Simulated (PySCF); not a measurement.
Magnetic shielding above rings: a mixed set.

Probes without a nucleus sit at each ring's centroid and 1 Å off its mean plane on both sides; NICS is minus the shielding there, NICSzz its component along the normal. Level: GIAO PBE0/pcSseg-1 (PySCF, non-relativistic, gas phase) on the GFN2-xTB geometries, one conformer each. Atom numbers follow the mapped SMILES.

Task: Order these rings by mean NICS(1)zz, lowest (most negative) first (ppm).
A. ring C3–C4–S5–Si6–S9 in `[CH:1]#[C:2][C@@H:3]1[CH2:4][S:5][Si@@H:6]([O:7][CH3:8])[S:9]1`
B. ring C2–C3–C4–S7–C8 in `[CH3:1][c:2]1[cH:3][c:4]([SH:5]=[O:6])[s:7][c:8]1[SiH3:9]`
C. ring C3–C4–C5–S6–C7 in `[CH3:1][S:2][c:3]1[cH:4][cH:5][s:6][c:7]1[SiH2:8][OH:9]`
D. ring C2–C3–O4–C5–C6 in `[O:1]=[C:2]1[CH2:3][O:4][CH2:5][C@@H:6]1[F:7]`
E. ring C5–C6–C7–S8 in `[O:1]=[CH:2][O:3]/[CH:4]=[C:5]1/[CH2:6][CH2:7][S:8]1`
F. ring C2–C3–C4–C5–S6 in `[CH3:1][C:2]1=[CH:3][CH:4]=[CH:5][S:6]1(=[O:7])=[O:8]`
G. ring C3–C4–C5–C6–O8 in `[CH3:1][S:2][c:3]1[cH:4][cH:5][c:6]([OH:7])[o:8]1`

Result: C (-26.4), B (-22.4), G (-20.1), A (-4.2), D (-3.2), F (0.9), E (6.0).

```csv
SMILES,ring,NICS(0),NICS(1),NICS(1)zz,HOMA,rms pucker (Å),ring atoms with four or more neighbours
CSc1ccsc1[SiH2]O,5-membered ring with S; formal bonds all aromatic,-12.4,-11.4,-26.4,0.79,0.00,0
Cc1cc([SH]=O)sc1[SiH3],5-membered ring with S; formal bonds all aromatic,-10.2,-10.1,-22.4,0.76,0.01,0
CSc1ccc(O)o1,5-membered ring with O; formal bonds all aromatic,-11.3,-8.3,-20.1,0.30,0.00,0
C#C[C@@H]1CS[Si@@H](OC)S1,5-membered ring with 2 S and Si; formal bonds all single,-8.6,-4.7,-4.2,–,0.25,3
O=C1COC[C@@H]1F,5-membered ring with O; formal bonds all single,-0.1,-1.9,-3.2,–,0.14,3
CC1=CC=CS1(=O)=O,"5-membered ring with S; formal bonds 2 double, 3 single",-0.5,-2.2,0.9,–,0.00,1
O=CO/C=C1/CCS1,4-membered ring with S; formal bonds all single,-0.1,0.2,6.0,–,0.00,2
```

NICS(0) gives another order. The isotropic NICS(1) gives another order. HOMA uses Krygowski's 1993 parameters; it is left out where a ring has a four-coordinate atom, a triple bond, no multiple bond or a kind of bond without parameters. NICS(1) and NICS(1)zz are means over the two faces.
